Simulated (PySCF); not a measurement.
Ru: excitation energy

Ru [Kr] 4d7 5s1 (5F) → Ru [Kr] 4d6 5s1 6s1 (7D), as a difference of total energies. Computed with PySCF 2.14 in aug-cc-pVTZ-DK, with the spin-free X2C one-electron Hamiltonian (Gaussian nucleus). Correlated levels: valence: [Kr] frozen. The calculations carry no spin-orbit coupling.

```json
{"method": "UHF", "excitation energy (eV)": "4.340"}
{"method": "LDA", "excitation energy (eV)": "6.375"}
{"method": "PBE", "excitation energy (eV)": "6.114"}
{"method": "PBE0", "excitation energy (eV)": "5.887"}
{"method": "r2SCAN", "excitation energy (eV)": "5.987"}
{"method": "r2SCANh", "excitation energy (eV)": "5.926"}
{"method": "wB97X-V", "excitation energy (eV)": "6.124"}
{"method": "BHandHLYP", "excitation energy (eV)": "5.922"}
{"method": "MP2 (valence)", "excitation energy (eV)": "5.801"}
{"method": "SCS-MP2 (valence)", "excitation energy (eV)": "6.085"}
```

**Question.** How much does correlation contribute at MP2 (valence)?

**Answer.** 5.801 − (4.340) = 1.461 eV, measured against UHF.

A first-order spin-orbit estimate (lowest level to lowest level, LS coupling) adds 0.049 eV.

The promoted electron is Rydberg-like, and one or two diffuse shells describe it only roughly, which tends to raise the upper state.
